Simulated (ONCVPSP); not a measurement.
**What the settings do to the ONCV potential of Ti**

Base potential:

titanium (Ti), optimised norm-conserving Vanderbilt (ONCV), made with ONCVPSP 4.0.1 (LDA (Perdew-Wang 92), scalar-relativistic). Core [Ne], reference 3s2 3p6 3d1 (charge +3). Waves: 3s: rc 1.45 bohr, ncon 4, nbas 8, qcut 8.5 1/bohr, 1 projector; 3p: rc 1.45 bohr, ncon 4, nbas 8, qcut 8.5 1/bohr, 2 projectors, debl 1.1 Ha; 3d: rc 1.35 bohr, ncon 3, nbas 7, qcut 10.3 1/bohr, 2 projectors, debl 2.4 Ha. Local part: polynomial inside 1.30 bohr (lpopt 3, dvloc0 4 Ha). Core correction: polynomial model core, fcfact 0.3.

In the p channel the program set the typed energies aside and used -2.606, 0.250 Ha.

Cutoffs, loose and tight: the cutoffs (Ha) at which the residual kinetic energy of the hardest occupied pseudo-wave falls to 1 and 0.1 mHa per electron. They do not see the model core or the augmentation charge, which bear on the density cutoff. Test errors are all-electron minus pseudo excitation energies from the reference, over the configurations 3s2 3p6 3d2 4s2; 3s2 3p6 3d2 4s1; 3s2 3p6 3d2; 3s2 3p6 3d1 4s2 4p1. A dash means not determined; rows that change the core or the reference have their own tests. The largest error is taken over the tests solved by every variant that gives reliable tests at all: 3s2 3p6 3d2; 3s2 3p6 3d2 4s1; 3s2 3p6 3d2 4s2.

| change | outcome | cutoff, loose | cutoff, tight | bound ghosts | GHOST(+) flags above zero | largest test error (meV) |
| --- | --- | --- | --- | --- | --- | --- |
| base | generated, projector energies reset by the program | 42 Ha | 47 Ha | none | none | +313 |
| d: qcut 13.8 | generated, projector energies reset by the program | 56 Ha | 66 Ha | none | none | +302 |
| s: rc 1.08; local potential polynomial inside 1.08 bohr (lpopt 3, dvloc0 4 Ha) | generated, projector energies reset by the program | 42 Ha | 81 Ha | none | s | -39 |
| all radii but the core radius scaled by about 0.76 (s 1.10, p 1.10, d 1.02 bohr); local potential polynomial inside 0.98 bohr (lpopt 3, dvloc0 4 Ha) | generated, projector energies reset by the program | 55 Ha | 186 Ha | none | none | +79 |
| d: qcut 8.4 | generated, projector energies reset by the program | 35 Ha | 104 Ha | none | none | +327 |
| d: nproj 0; local potential the d channel | generated, projector energies reset by the program | 42 Ha | 47 Ha | none | none | +362 |
| p: nbas 9 | generated, projector energies reset by the program | 42 Ha | 47 Ha | none | none | +313 |
| s: nproj 3 | generated, projector energies reset by the program | 42 Ha | 47 Ha | none | none | +30 |
| functional PBE | generated, projector energies reset by the program | 42 Ha | 47 Ha | none | none | +316 |

**Question.** What comes out with this change to the base: s: qcut 11.2; p: qcut 11.2; d: qcut 13.6?

**Answer.** outcome: generated, projector energies reset by the program; cutoff, loose: 56 Ha; cutoff, tight: 66 Ha; bound ghosts: none; GHOST(+) flags above zero: none; largest test error (meV): +222.

**Question.** What comes out with this change to the base: s: rc 1.68?

**Answer.** outcome: generated, projector energies reset by the program; cutoff, loose: 42 Ha; cutoff, tight: 47 Ha; bound ghosts: none; GHOST(+) flags above zero: none; largest test error (meV): +435.
